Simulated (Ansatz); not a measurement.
**FeH2O (charge +1), sextet: CASSCF and its corrections**

Calculated in Ansatz's Gaussian-basis code. Basis cc-pVDZ, nonrelativistic, no frozen core. State-specific CASSCF; RHF is the lowest restricted (open-shell) Hartree–Fock solution met. Solutions may break the symmetry of the shape. The lowest solution met needn't be the lowest there is, nor hold the orbitals that a chemist would pick.

Geometry:

```xyz
4

Fe    0.0000    0.0000   -0.6158
O     0.0000    0.0000    1.4842
H     0.0000    0.7750    2.0692
H     0.0000   -0.7750    2.0692
```

**Question.** What do CASSCF and its corrections give against RHF in CAS(7,11), and what are the occupations?

**Answer.** CASSCF -1.734 eV, SC-NEVPT2 -14.301 eV; occupations 1.99, 1.00, 1.00, 1.00, 1.00, 0.99, 0.01, 0.01, 0.00, 0.00, 0.00.

**Question.** Roughly how much CPU time does a whole run from the default start take (median of such runs, summed over threads; nearly all runs on one pinned thread of a shared server, mostly Xeon at 2.3 to 2.6 GHz, by a development driver)?

**Answer.** CAS(7,11): about 94 s. Other jobs ran beside these, and the count of passes differs.
